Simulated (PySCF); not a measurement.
Broadened absorption spectrum of TMS-CClF2

TMS-CClF2, C4H9ClF2Si.
InChI=1S/C4H9ClF2Si/c1-8(2,3)4(5,6)7/h1-3H3

Method used: TDDFT CAM-B3LYP/def2-SVPD, vertical, gas phase, core orbitals frozen in the response (PySCF 2.14.0, density-fitted response routines). Geometry: GFN2-xTB; no solvent, vibrations or thermal averaging. Torsions of this conformer, `[CH3:1][Si:2]([CH3:3])([CH3:4])[C:5]([F:6])([F:7])[Cl:8]`: C1–Si2–C5–F6 179°.

Computed states:

```json
{"state": "S1", "E (eV)": "7.44", "f": "0.072"}
{"state": "S2", "E (eV)": "7.82", "f": "0.0010"}
{"state": "S3", "E (eV)": "8.34", "f": "0.026"}
{"state": "S4", "E (eV)": "8.45", "f": "0.063"}
{"state": "S5", "E (eV)": "8.55", "f": "0.124"}
{"state": "S6", "E (eV)": "8.56", "f": "0.107"}
{"state": "S7", "E (eV)": "8.72", "f": "0.016"}
{"state": "S8", "E (eV)": "9.02", "f": "0.072"}
```

Broadening: Gaussians 0.4 eV wide at half height, area fixed by f = 4.319×10⁻⁹ ∫ε dν̃. The cross-section is σ = 3.8235×10⁻²¹ ε cm², given in Mb (10⁻¹⁸ cm²). The width is an assumption, not a result. The curve ends short of the highest state used, and states not computed would add to its high-energy end.

(1) What does the envelope look like, and where are its maxima?

(2) Coming from long wavelengths, where does ε first pass 100 L mol⁻¹ cm⁻¹?

Results:

(1) 
E (eV), σ (Mb) and a bar:
```
     6.84       0.03 
     6.88       0.08 
     6.92       0.16 
     6.95       0.28 
     6.99       0.54 
     7.03       0.98 
     7.06       1.48 #
     7.10       2.44 #
     7.14       3.82 ##
     7.17       5.15 ##
     7.21       7.31 ###
     7.24       9.16 ####
     7.28      11.80 #####
     7.32      14.37 ######
     7.35      16.08 #######
     7.39      17.78 ########
     7.43      18.61 ########
     7.46      18.57 ########
     7.50      17.65 ########
     7.54      15.88 #######
     7.57      14.15 ######
     7.61      11.59 #####
     7.65       9.00 ####
     7.68       7.20 ###
     7.72       5.14 ##
     7.76       3.52 ##
     7.79       2.60 #
     7.83       1.74 #
     7.87       1.25 #
     7.90       1.10 
     7.94       1.17 #
     7.98       1.60 #
     8.01       2.22 #
     8.05       3.55 ##
     8.09       5.66 ###
     8.12       7.89 ####
     8.16      11.94 #####
     8.20      17.39 ########
     8.23      22.48 ##########
     8.27      30.57 ##############
     8.31      39.89 ##################
     8.34      47.38 #####################
     8.38      57.41 ##########################
     8.42      66.58 ##############################
```

Maxima: 167 nm (7.44 eV), ε about 4900, made up of S1 (100%) (ε in L mol⁻¹ cm⁻¹; maxima over ε = 5, shares over 10%). At its high-energy end, 8.42 eV, the curve is still rising (ε about 17000, from S4, S5 and S6).

(2) At about 178 nm (6.97 eV), 0.47 eV below S1.
